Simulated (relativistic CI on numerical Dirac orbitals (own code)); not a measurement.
Computed by Dirac-Coulomb-Breit CI, orbitals from a KLI potential per configuration, model QED, unscaled Slater integrals (own radial code, finite nucleus).

The strongest absorption lines from the ground level of an ion, among the configurations computed and to levels below about 382 eV (vacuum wavelength in nm, gf): 6.2786 (0.52), 6.4398 (2), 6.5062 (0.8), 6.5660 (0.7), 7.3591 (0.061), 8.1230 (0.25), 8.1753 (0.16), 8.3927 (0.11).

Task: Which ion is it?
A. Pd XXX
B. Te XXXVI
C. In XXXIII
D. Pd XXXII

Result: A. Pd XXX has 17 electrons and the ground level 3s2 3p5 2P°_3/2; the strongest line goes to 3s2 3p4 3d 2D_5/2. The pattern of lines fixes the number of electrons, and along that sequence the line energies rise steadily with the charge (about as its square where n changes within one kind of shell, about linearly where n is kept but much faster in heavy ions where fine structure, which grows about as Z⁴, sets the gap, and irregularly where shells cross), which fixes Z. Configurations outside the model, such as inner-shell arrays, can give stronger lines. At this charge energies of transitions that change n are usually good to better than 1 %, and those within a shell (Δn = 0) to a few per cent.

LS names give the leading component of a level, which can be under half, so a name can repeat, a term be missing and a line seem to break the LS rules.
